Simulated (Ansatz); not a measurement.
Born–Oppenheimer molecular dynamics of BF2H3O (7 atoms, charge 0, multiplicity 1). It starts at the highest image of a converged band. Of that band: The profile has 2 maxima (images 2, 7) with wells between them (image 4): this band takes more than one step, which may be the mechanism or a detour left from its start path. Neighbouring images differ by up to 1.2 eV, so the band resolves the path poorly. A vibrational analysis at the climbing image gives one clearly imaginary mode, 974i cm⁻¹: a first-order saddle point.

Method: RKS PBE-D4/def2-SVP in Ansatz 0.2.0.

```json
{
  "ensemble": "NVE (velocity Verlet)",
  "time step": "0.5 fs",
  "steps asked": "200",
  "starting velocities drawn for": "300 K",
  "seed": "9121"
}
```

First frame:

```xyz
7
Properties=species:S:1:pos:R:3
B 0.096 0.221 0.028
F -0.013 -0.023 1.673
O 1.325 -0.130 -0.456
H 1.273 -0.905 -1.043
F -1.060 -0.208 -0.515
H 0.071 1.553 0.300
H 0.026 1.067 1.243
```

(1) What does the run give?

(2) What happens to the structure?

(3) How do temperature and energy run in time?

## Answers

(1) The run went to its last step.

| Item | Value |
| --- | --- |
| steps done | 200 |
| time covered | 100 fs |
| mean temperature over the second half | 809 K |
| spread of the potential energy over the second half | 5.6 meV per atom |
| mean potential energy of the second half above the start | -47.0 meV per atom |

The conserved energy stayed within 0.15 meV per atom of its start (net change 0.059 meV per atom), so the integration is sound. The kinetic energy rose, since the run started high on the potential surface and went downhill. It ends in pieces (BFH2O + FH), so much of that is their flight and rotation, not heat. A run of 0.1 ps of so small a system gives no equilibrium averages. The orbitals stay closed-shell, which can raise the energy where a bond breaks towards radicals; this wasn't checked here.

(2) Between its relaxed ends the band would form B1–H6, F2–H7 and break B1–F2, H6–H7. These pairs go: B1–H6 1.36 → 1.25 Å, F2–H7 1.17 → 0.93 Å, B1–F2 1.67 → 3.96 Å, H6–H7 1.06 → 5.65 Å. In the last frame they stand as after the step (other bonds may differ from the relaxed reactants and products). It ends as BFH2O + FH. Pairs count as bonded within 1.25 times the sum of covalent radii (0.12 Å more for H–H). Another seed would give other details.

(3) 
```csv
time (fs),T (K),potential energy less start (eV),conserved less start (meV/atom)
0,300,0.000,0.00
5,203,0.063,0.05
10,235,0.043,0.08
15,386,-0.055,0.08
20,619,-0.206,0.08
25,801,-0.323,0.09
30,909,-0.393,0.09
35,1049,-0.484,0.04
40,1024,-0.467,0.03
45,925,-0.404,0.02
50,808,-0.328,0.03
55,782,-0.311,0.07
60,872,-0.369,0.09
65,862,-0.363,0.13
70,879,-0.373,0.11
75,815,-0.332,0.07
80,797,-0.321,0.00
85,755,-0.294,0.02
90,729,-0.277,0.07
95,791,-0.317,0.06
100,814,-0.332,0.06
```

Run time: 4.9 min on 1 thread of Arm Neoverse V1, with other jobs on the host, peak memory 0.11 GiB.
